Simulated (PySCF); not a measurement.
## Ar(2+): excitation energy

Ar(2+) [Ne] 3s2 3p4 (3P) → Ar(2+) [Ne] 3s1 3p5 (3P), as a difference of total energies. Calculation: PySCF 2.14, in aug-cc-pV(Q+d)Z; no relativity, point nucleus. Correlated levels: valence: [Ne] frozen. The calculations carry no spin-orbit coupling.

```
           method  excitation energy (eV)
              UHF                  17.049
    MP2 (valence)                  15.508
SCS-MP2 (valence)                  15.315
   CCSD (valence)                  14.373
CCSD(T) (valence)                  13.957
```

Problem. How much does correlation contribute at CCSD(T) (valence)?

Solution. 13.957 − (17.049) = -3.092 eV, measured against UHF.

The coupled-cluster amplitudes are large for the upper state (T1 above 0.03 or a double amplitude above 0.15), so a single reference is strained.
